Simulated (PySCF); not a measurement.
**GeH4S: core ionisation energies**

Compound: GeH4S.
Structure used (PBE0-D3(BJ)/def2-SVP), in Å, numbered top down from 1:
```xyz
6
GeH4S angstrom
S      1.441   -1.030   -0.358
Ge    -0.579   -0.120   -0.094
H      2.104    0.042    0.128
H     -0.840    0.199    1.389
H     -1.559   -1.189   -0.593
H     -0.713    1.164   -0.932
```

The calculation used delta-SCF UKS SCAN, pcX-2 on the ionised atom, pcseg-1 elsewhere, spin-free X2C (PySCF 2.14.0). Each binding energy is the total energy of the core-ionised species, with the hole localised on one atom, minus that of the ground state; both are solved self-consistently, so orbital relaxation is included.

**Question.** What binding energy does each computed site have?

**Answer.** 
| atom(s) | bonded to | level | binding energy (eV) | count |
| --- | --- | --- | --- | --- |
| S1 | H and Ge | S 1s | 2477.16 | 1 |

**Question.** Which photon energy gives electrons from S 1s of S1 a kinetic energy of 150 eV, and what is their de Broglie wavelength?

**Answer.** hν = 2477.16 + 150 = 2627.16 eV, recoil neglected; λ = 12.264 Å/√(E/eV) = 1.00 Å.

Not every level is listed. No level of germanium is listed. Isolated species at its PBE0-D3(BJ)/def2-SVP geometry, gas phase.

The run took 4.5 s of wall time on Arm Neoverse V1, one thread, shared host.
